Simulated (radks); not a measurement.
Results of a calculation; reference values are marked as such.
Pb, configuration [Hg] 6p2. Code: a radial shooting solver on a logarithmic mesh with Libxc functionals. Model: Dirac Kohn-Sham, AM05, spin-unpolarised, spherical densities, finite nucleus; open shells are shared between the two j in proportion to 2j + 1; Fermi nuclear charge, rms radius 5.5012 fm.

Spin-orbit splittings of the eigenvalues, e(l+1/2) - e(l-1/2), with zeta = 2 splitting/(2l+1) and mean radii in bohr:

shell  occ.  splitting (eV)  zeta (eV)  <r> j=l-1/2  <r> j=l+1/2
2p        6            2187       1458      0.05490      0.06381
3p        6           487.8      325.2       0.1645       0.1808
3d       10           103.9      41.56       0.1570       0.1619
4p        6           119.6      79.74       0.3854       0.4201
4d       10           22.34      8.935       0.4247       0.4359
4f       14           5.035      1.439       0.4508       0.4572
5p        6           22.50      15.00       0.9122        1.005
5d       10           2.599      1.040        1.278        1.328
6p        2           1.495     0.9964        3.005        3.521
